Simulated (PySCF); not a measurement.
HP, SMILES [PH], multiplicity 3. Atoms are numbered in the order given.

```xyz
2

P      0.0000     0.0000    -0.0900
H      0.0000     0.0000     1.3503
```
Charge 0, spin multiplicity 3.

Geometry optimised at PBE-D3(BJ)/def2-TZVPD.

Calculation: PBE0/pcH-1 (PySCF).

Unrestricted Kohn–Sham, ⟨S²⟩ = 2.007. Hyperfine tensors hold the contact and dipolar terms, without spin-orbit corrections.

**Question.** Estimate the hyperfine couplings. (The exact figures need the calculation; the answer reports its results.)

**Answer.** 
| nucleus | A(iso) (MHz) | A(iso) (G) | dipolar principal values (MHz) |
|---|---|---|---|
| 31P no. 1 | 0.2 | 0.1 | -323.4, 161.7, 161.7 |
| 1H no. 2 | -39.0 | -13.9 | -7.6, -7.6, 15.1 |
